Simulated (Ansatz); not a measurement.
C₄H₆Si, SMILES `C=C=C1C[SiH2]1`, relaxed with RKS PBE0-D4/def2-TZVP in Ansatz from a PBE-D4/def2-SVP geometry. The force threshold is 0.005 eV/Å; the program also tests the step.

Total charge 0; spin multiplicity 1.

Start:

```xyz
11

C     0.531   -1.415   -2.080
C     0.264   -0.692   -1.007
C    -0.008    0.044    0.036
C    -0.022   -0.035    1.554
Si   -0.574    1.618    0.828
H    -0.246   -2.031   -2.565
H     1.540   -1.429   -2.527
H    -0.773   -0.710    2.007
H     0.964   -0.104    2.053
H     0.355    2.789    0.886
H    -2.029    1.965    0.816
```

Problem. By how much does the energy fall, and how many steps does the optimiser take? (An estimate is asked.)

Solution. Ansatz gave: 0.07 eV, in 11 steps, 4 of them rejected.

Problem. Which bonds change most? (Best estimate.)

Solution. Ansatz gave: C3–Si5 from 1.851 to 1.817 Å; C4–Si5 from 1.887 to 1.857 Å; C4–H8 from 1.107 to 1.088 Å; C4–H9 from 1.107 to 1.088 Å.

Problem. Give the relaxed structure. (Best estimate.)

Solution. Ansatz gave: 
```xyz
11

C     0.527   -1.403   -2.048
C     0.255   -0.675   -1.001
C    -0.020    0.064    0.015
C    -0.023   -0.033    1.531
Si   -0.567    1.597    0.825
H    -0.234   -2.017   -2.517
H     1.524   -1.417   -2.477
H    -0.760   -0.707    1.962
H     0.954   -0.116    2.003
H     0.347    2.758    0.882
H    -2.003    1.949    0.824
```
